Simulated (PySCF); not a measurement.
Isomers of C4H6N2S, one GFN2-xTB conformer each. Single-point energies are computed at PBE0/pcSseg-1 (PySCF, gas phase, no added dispersion term), electronic only.

```json
{"SMILES": "Cc1cnsc1N", "GFN2-xTB relative energy (kcal/mol)": "0.0"}
{"SMILES": "CCc1cnns1", "GFN2-xTB relative energy (kcal/mol)": "9.5"}
```

Conformers: `[CH3:1][CH2:2][c:3]1[cH:4][n:5][n:6][s:7]1` with C1–C2–C3–C4 113°.

**Question.** What does PBE0/pcSseg-1 give for the same structures?

**Answer.** 
| SMILES | PBE0/pcSseg-1 E (Eh) | PBE0/pcSseg-1 (kcal/mol) | GFN2-xTB (kcal/mol) | point group |
| --- | --- | --- | --- | --- |
| Cc1cnsc1N | -663.22028 | 0.0 | 0.0 | – |
| CCc1cnns1 | -663.19158 | 18.0 | 9.5 | C1 |

Both levels put the same isomer lowest. As drawn, the lower has an N–H bond, which the higher lacks; the higher has an N–N linkage, which the lower lacks.

**Question.** Which frontier levels, dipoles and rotational constants go with these structures?

**Answer.** 
```json
{"SMILES": "Cc1cnsc1N", "HOMO (eV, PBE0/pcSseg-1)": "-6.19", "LUMO (eV)": "-0.18", "dipole (D)": "4.12", "A, B, C (MHz)": "3446, 2427, 1438"}
{"SMILES": "CCc1cnns1", "HOMO (eV, PBE0/pcSseg-1)": "-7.32", "LUMO (eV)": "-1.42", "dipole (D)": "4.41", "A, B, C (MHz)": "4742, 1787, 1417"}
```
